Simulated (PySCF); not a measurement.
Computed shifts of a molecule C₄H₅BFN, PySCF with PBE0/pcSseg-1, GIAO, gas phase, atoms alike by connectivity averaged where their shifts nearly agree, in ppm (number of nuclei): ¹⁵N: 308.3 (1). ¹³C: 123.2 (1), 26.7 (1), 25.3 (1), 22.1 (1). ¹⁹F: -9.8 (1). ¹H: 2.73 (1), 2.63 (1), 2.10 (1), 1.87 (2). References: ¹⁵N against NH3 (σ = 267.4 ppm); ¹³C against TMS (σ = 186.3 ppm); ¹¹B against BF3 (σ = 88.8 ppm); ¹⁹F against CFCl3 (σ = 167.2 ppm); ¹H against TMS (σ = 31.56 ppm), references at their B3LYP-D3(BJ)/def2-TZVP geometries, non-relativistic. Coordinates come from a B3LYP-D3(BJ)/def2-SVP optimisation. One conformer was computed; it need not be the lowest.

**Question.** Identify the compound among the candidates.
(A) C#C/C=N/B(C)F
(B) CC1=CB(F)N=C1
(C) C=C1CB(F)C=N1
(D) N#C[C@H]1CCB1F

**Answer.** D, N#C[C@H]1CCB1F
